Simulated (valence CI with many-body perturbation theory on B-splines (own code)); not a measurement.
# Eu50+: electric-dipole lines

Calculated by valence CI with perturbative core correlation (CI+MBPT): three valence electrons over a frozen Dirac-Fock core [Ne], radial functions for each j: 11 s, 11 p, 9 d, 7 f, 5 g, 2 h, 1 i, with the one-electron correlation potential Σ1 (screened to all orders), the two-electron term Σ2, the three-electron term Σ3, Breit, model QED; selected single and double excitations, second order for the rest (own B-spline code, finite nucleus).

No measured spectrum was set against this ion. As an estimate, large intervals hold to a few tenths of a per cent, small ones and those within an open d or f shell to about a per cent.

Lines 1 to 50 of 271 in falling wavelength, among levels below 888.38 eV, chosen from the strongest by gf and those to the six lowest levels. Wavelengths and rates use the calculated energies. Electric multipoles are in the length gauge, E1 and E2 with the static RPA response of the core. Weak lines are less certain than strong ones. Lines between different terms over intervals too small for the method are left out, as are lines whose strength nearly cancels. The highest levels of a list are the least certain.

Levels are named by their leading jj configuration (3d3/2^4 stands for four electrons in 3d with j = 3/2), which in mixed levels can hold well under half, so a name can repeat and another be missing. Letters in brackets count levels of one name in rising energy.

```tsv
λ vac (Å)	Upper	Lower	A (s⁻¹)	S (a.u.)
306.1	(3s^2 3p3/2) J=3/2	(3s 3p1/2^2) J=1/2	5.55e+06	3.14e-04
121.0	(3s 3p1/2 3d3/2) J=5/2	(3s^2 3d3/2) J=3/2	5.64e+09	2.96e-02
116.8	(3s 3p1/2 3p3/2) J=3/2 [a]	(3s^2 3p3/2) J=3/2	1.26e+09	3.96e-03
113.2	(3p1/2 3p3/2 3d5/2) J=7/2 [b]	(3s 3p3/2 3d5/2) J=5/2 [b]	7.94e+09	4.54e-02
110.6	(3p1/2 3p3/2 3d5/2) J=9/2	(3s 3p3/2 3d5/2) J=7/2 [b]	6.39e+09	4.26e-02
103.0	(3s 3p1/2 3p3/2) J=5/2	(3s^2 3p3/2) J=3/2	8.37e+09	2.71e-02
102.8	(3s 3p1/2 3d5/2) J=7/2	(3s^2 3d5/2) J=5/2	1.37e+10	5.88e-02
99.93	(3p1/2 3p3/2 3d3/2) J=5/2 [a]	(3s 3p3/2 3d3/2) J=5/2 [a]	7.06e+09	2.09e-02
97.91	(3p1/2 3p3/2 3d5/2) J=9/2	(3s 3p3/2 3d5/2) J=7/2 [a]	1.07e+10	4.96e-02
97.83	(3p1/2^2 3d3/2) J=3/2	(3s 3p1/2 3d3/2) J=1/2	1.16e+10	2.14e-02
96.03	(3p1/2^2 3p3/2) J=3/2	(3s 3p1/2 3p3/2) J=3/2 [b]	6.64e+09	1.16e-02
95.81	(3s 3p1/2^2) J=1/2	(3s^2 3p1/2) J=1/2	2.19e+10	1.90e-02
95.67	(3s 3p1/2 3d5/2) J=5/2 [b]	(3s^2 3d5/2) J=5/2	1.10e+10	2.84e-02
94.74	(3p1/2 3p3/2 3d5/2) J=5/2 [a]	(3s 3p3/2 3d5/2) J=3/2 [a]	1.60e+10	4.03e-02
94.07	(3p1/2 3p3/2^2) J=1/2	(3s 3p3/2^2) J=1/2	2.30e+10	1.89e-02
93.92	(3p1/2 3p3/2 3d5/2) J=5/2 [b]	(3s 3p3/2 3d5/2) J=7/2 [b]	7.62e+09	1.87e-02
93.90	(3p1/2 3p3/2 3d3/2) J=3/2 [a]	(3s 3p3/2 3d3/2) J=3/2 [a]	1.25e+10	2.04e-02
93.88	(3p1/2 3p3/2 3d3/2) J=7/2	(3s 3p3/2 3d3/2) J=7/2	1.25e+10	4.09e-02
93.20	(3p1/2 3p3/2 3d5/2) J=3/2 [b]	(3s 3p3/2 3d5/2) J=1/2	1.74e+10	2.78e-02
92.54	(3s 3p1/2 3d5/2) J=3/2	(3s^2 3d5/2) J=5/2	1.54e+10	2.41e-02
92.26	(3p1/2^2 3d5/2) J=5/2	(3s 3p1/2 3d5/2) J=3/2	2.39e+10	5.55e-02
91.70	(3p1/2 3p3/2 3d3/2) J=7/2	(3s 3p3/2 3d3/2) J=5/2 [a]	6.11e+09	1.86e-02
90.17	(3p1/2 3p3/2 3d5/2) J=3/2 [a]	(3s 3p3/2 3d5/2) J=5/2 [a]	1.72e+10	2.50e-02
89.42	(3s 3p1/2 3p3/2) J=3/2 [b]	(3s^2 3p3/2) J=3/2	1.44e+10	2.03e-02
89.34	(3p1/2^2 3d5/2) J=5/2	(3s 3p1/2 3d5/2) J=5/2 [b]	2.64e+10	5.57e-02
88.30	(3p1/2 3p3/2 3d5/2) J=5/2 [a]	(3s 3p3/2 3d5/2) J=5/2 [a]	1.48e+10	3.01e-02
86.76	(3p1/2 3p3/2 3d5/2) J=7/2 [b]	(3s 3p3/2 3d5/2) J=7/2 [a]	1.38e+10	3.55e-02
86.73	(3s 3p1/2 3d3/2) J=3/2 [a]	(3s 3p1/2 3p3/2) J=3/2 [b]	1.29e+10	1.66e-02
85.74	(3p1/2 3p3/2^2) J=5/2	(3s 3p3/2^2) J=5/2	1.83e+10	3.42e-02
84.63	(3p1/2 3p3/2 3d5/2) J=5/2 [b]	(3s 3p3/2 3d5/2) J=7/2 [a]	2.07e+10	3.71e-02
84.35	(3s 3p1/2 3p3/2) J=1/2	(3s^2 3p3/2) J=3/2	2.06e+10	1.22e-02
84.13	(3p1/2^2 3p3/2) J=3/2	(3s 3p1/2 3p3/2) J=5/2	3.95e+10	4.65e-02
83.97	(3p1/2 3p3/2 3d5/2) J=7/2 [a]	(3s 3p3/2 3d5/2) J=9/2	3.78e+10	8.84e-02
83.88	(3p1/2^2 3d5/2) J=5/2	(3s 3p1/2 3d5/2) J=7/2	4.97e+10	8.68e-02
83.80	(3p1/2^2 3d3/2) J=3/2	(3s 3p1/2 3d3/2) J=5/2	5.42e+10	6.30e-02
83.44	(3p1/2 3p3/2^2) J=3/2	(3s 3p3/2^2) J=5/2	3.42e+10	3.92e-02
81.07	(3p1/2 3p3/2 3d3/2) J=5/2 [b]	(3s 3p3/2 3d3/2) J=7/2	4.32e+10	6.82e-02
80.83	(3s 3p1/2 3d3/2) J=5/2	(3s 3p1/2 3p3/2) J=3/2 [b]	3.16e+09	4.95e-03
80.10	(3p1/2 3p3/2 3d5/2) J=9/2	(3s 3p3/2 3d5/2) J=9/2	2.84e+10	7.21e-02
79.92	(3p1/2 3p3/2 3d3/2) J=3/2 [b]	(3s 3p3/2 3d3/2) J=5/2 [a]	2.41e+10	2.43e-02
79.58	(3p1/2 3p3/2 3d3/2) J=5/2 [a]	(3p1/2 3p3/2^2) J=5/2	1.68e+10	2.51e-02
78.28	(3p1/2^2 3d3/2) J=3/2	(3s 3p1/2 3d3/2) J=3/2 [a]	2.68e+10	2.54e-02
76.91	(3s 3p1/2 3d3/2) J=3/2 [a]	(3s 3p1/2 3p3/2) J=5/2	1.43e+10	1.28e-02
76.71	(3p1/2^2 3p3/2) J=3/2	(3s 3p1/2 3p3/2) J=3/2 [a]	1.50e+10	1.33e-02
72.23	(3s 3p1/2 3d3/2) J=5/2	(3s 3p1/2 3p3/2) J=5/2	7.65e+09	8.54e-03
71.00	(3s 3p1/2 3d3/2) J=1/2	(3s 3p1/2 3p3/2) J=3/2 [b]	4.33e+07	1.53e-05
70.66	(3s 3p1/2 3d3/2) J=3/2 [a]	(3s 3p1/2 3p3/2) J=3/2 [a]	3.34e+07	2.33e-05
69.69	(3s 3p1/2 3d3/2) J=3/2 [b]	(3s 3p1/2 3p3/2) J=3/2 [b]	5.48e+09	3.67e-03
66.69	(3s 3p1/2 3d3/2) J=5/2	(3s 3p1/2 3p3/2) J=3/2 [a]	3.11e+08	2.74e-04
65.40	(3s^2 3d3/2) J=3/2	(3s^2 3p3/2) J=3/2	1.29e+08	7.13e-05
```
